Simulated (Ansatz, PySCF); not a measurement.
Gas-phase reaction in SMILES: CCOC [methoxyethane] → C[O] + [CH2]C (the C-O bond at the site shown breaks; other sites are not compared here)
Geometries: B3LYP-D3(BJ)/def2-TZVP minima from Ansatz (a quantum-chemistry and plane-wave program), one conformer each, not searched for the lowest.
Geometry of the first species:
SMILES: C(OC)C
```xyz
12

O      0.0190    -0.7104     0.0050
C     -0.0077     0.7049    -0.0051
C      1.3270    -1.2336    -0.0063
C     -1.4489     1.1652     0.0082
H      0.5319     1.0935     0.8711
H      0.5114     1.0804    -0.8992
H      1.2451    -2.3195     0.0026
H      1.8764    -0.9239    -0.9054
H      1.8970    -0.9108     0.8751
H     -1.9791     0.7881    -0.8672
H     -1.9585     0.8011     0.9012
H     -1.4989     2.2556     0.0008
```

Property: bond dissociation energy (enthalpy at 298 K, with B3LYP-D3(BJ) rigid-rotor harmonic-oscillator terms from PySCF), in kJ/mol. Cores are frozen in the correlated levels unless marked. Open shells are spin-unrestricted. Spin-orbit coupling is left out. No relativistic terms. CBS marks a two-point X^-3 extrapolation of the correlation energy; Hartree-Fock from the larger set. The bracket is a focal-point correction in the basis named.

Level to compare with: RI-MP2/CBS(cc-pVTZ,cc-pVQZ)+[CCSD(T)-MP2]/cc-pVTZ (Ansatz), 363.5 kJ/mol. It is a level with limits of its own, and the differences hold the functionals' basis error too.

Problem. Rank these functionals by how close they come to RI-MP2/CBS(cc-pVTZ,cc-pVQZ)+[CCSD(T)-MP2]/cc-pVTZ, closest first: wB97X/def2-TZVPD (Ansatz); BLYP/def2-TZVPD (Ansatz); HSE06/def2-TZVPD (Ansatz).

Solution. wB97X/def2-TZVPD (range-separated hybrid, 341.4 kJ/mol, difference -22.1), HSE06/def2-TZVPD (screened hybrid, 330.0 kJ/mol, difference -33.5), BLYP/def2-TZVPD (GGA, 307.9 kJ/mol, difference -55.6)
